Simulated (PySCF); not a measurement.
**Two-dimensional NMR puzzle**

Compound of formula C8H6N2. Correlations simulated from computed shifts and the bond graph:

HSQC (one-bond C–H):
| δH | δC |
| --- | --- |
| 9.62 | 158.8 |
| 8.45 | 143.1 |
| 7.66 | 126.5 |

COSY cross peaks (H two or three bonds apart, from the bond graph; peaks can be absent where the dihedral angle is near 90°):
| δH | δH |
| --- | --- |
| 9.62 | 7.66 |
| 8.45 | 7.66 |

HMBC (two and three bonds, from the bond graph):
| δH | δC |
| --- | --- |
| 9.62 | 160.0, 143.1, 126.5 |
| 8.45 | 160.0, 158.8, 143.1, 126.5, 126.5 |
| 7.66 | 158.8, 143.1, 126.5 |

Carbons without hydrogens: δ 160.0, 126.5.

[PySCF: geometry: GFN2-xTB; PBE0/pcSseg-1 with gauge-including orbitals; single conformer; in vacuum; fast rotation and ring inversion assumed for equivalent nuclei; non-relativistic Hamiltonian]

References, each an isolated molecule treated in the same way: $^{1}$H (σref 31.72) and $^{13}$C (σref 186.93) against TMS.

Exchangeable hydrogens are left out of these lists.

Task: Which molecule is this?

Result: SMILES c1cnc2ncccc2c1.

Mapped SMILES: `[cH:1]1[cH:2][n:3][c:4]2[n:5][cH:6][cH:7][cH:8][c:9]2[cH:10]1`. Hydrogens are named by the atom that carries them.

δC 160.0 is C4, a ring-fusion aromatic carbon. δC 158.8 is C2/C6, an aromatic CH next to a ring nitrogen (δH 9.62). δC 143.1 is C8/C10, an aromatic CH (δH 8.45). δC 126.5 is C9, a ring-fusion aromatic carbon. δC 126.5 is C1/C7, an aromatic CH (δH 7.66). HMBC from δH 9.62 reaches the proton-free carbon C4. HMBC from δH 8.45 reaches the proton-free carbons C4, C9. HMBC from δH 7.66 reaches the proton-free carbon C9. COSY links 9.62–7.66, 8.45–7.66.

The data come from this structure; uniqueness wasn't tested.

Shifts are as computed. Against solution values, carbons near 30 ppm lie about +3 ppm off and those near 130 ppm about +5 ppm. Of 1211 compounds with measured shifts, 218 miss one by over three times the rms of a fit or turn the order of signals round; such compounds aren't used in these exercises.
